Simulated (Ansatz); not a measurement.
Geometry optimisation, Ansatz 0.2.0, RKS PBE-D4/6-31G*.

Input:

```yaml
crystal:
  periodic: [false, false, false]
  atoms:
    - { symbol: C, position_ang: [-0.4724, -2.6218, 0.1665] }
    - { symbol: C, position_ang: [-0.072, -1.1631, 0.1595] }
    - { symbol: C, position_ang: [0.0583, -0.3777, 1.2165] }
    - { symbol: O, position_ang: [0.5883, 0.9367, 1.0827] }
    - { symbol: C, position_ang: [0.7476, 1.1578, -0.3378] }
    - { symbol: C, position_ang: [-0.0884, 2.373, -0.7614] }
    - { symbol: S, position_ang: [0.3431, -0.3194, -1.2956] }
    - { symbol: H, position_ang: [0.2824, -3.2091, -0.2908] }
    - { symbol: H, position_ang: [-1.4395, -2.6698, -0.3826] }
    - { symbol: H, position_ang: [-0.7185, -2.936, 1.1929] }
    - { symbol: H, position_ang: [-0.0964, -0.6519, 2.2807] }
    - { symbol: H, position_ang: [1.831, 1.3866, -0.4348] }
    - { symbol: H, position_ang: [0.18012, 3.31426, -0.17686] }
    - { symbol: H, position_ang: [-1.13745, 2.20939, -0.61252] }
    - { symbol: H, position_ang: [0.09709, 2.6003, -1.79416] }
basis:
  gaussian: { orbitals: "6-31G*" }
hamiltonian:
  xc: pbe
  dispersion: d4
relax:
  f_tol: 0.015
  max_steps: 40
```

Run as:

```bash
$ ansatz run input.yaml --threads 2 --pin off --max-ram 3072MiB --backend cpu --events-out ev --progress --plain --runs-dir out
```

**Question.** Where does it end, and by what steps?

**Answer.** The run converged. After 11 steps the energy has fallen by 0.399 eV; H14 moved furthest, 0.51 Å.

| step | energy less start (eV) | largest force component (eV/Å) | accepted |
| --- | --- | --- | --- |
| 0 | 0.0000 | 2.370 | yes |
| 1 | -0.3005 | 1.017 | yes |
| 2 | -0.3610 | 0.344 | yes |
| 3 | -0.3708 | 0.193 | yes |
| 4 | -0.3742 | 0.098 | yes |
| 5 | -0.3826 | 0.204 | yes |
| 6 | -0.3839 | 0.410 | yes |
| 7 | -0.3946 | 0.180 | yes |
| 8 | -0.3940 | 0.298 | no |
| 9 | -0.3979 | 0.049 | yes |
| 10 | -0.3988 | 0.038 | yes |
| 11 | -0.3991 | 0.014 | yes |

```xyz
15
Properties=species:S:1:pos:R:3
C -0.621 -2.450 0.121
C 0.039 -1.111 0.172
C 0.201 -0.302 1.236
O 0.886 0.882 1.063
C 0.939 1.217 -0.337
C -0.184 2.183 -0.691
S 0.798 -0.392 -1.282
H 0.076 -3.230 -0.239
H -1.493 -2.453 -0.557
H -0.968 -2.744 1.126
H -0.114 -0.488 2.264
H 1.933 1.652 -0.528
H -0.098 3.097 -0.079
H -1.161 1.711 -0.500
H -0.129 2.459 -1.757
```

Whether the end is a true minimum wasn't checked by a vibrational analysis.

Run time: 32 s on 2 threads of Intel(R) Xeon(R) Platinum 8488C (Sapphire Rapids) (shared host), peak memory 0.19 GiB.
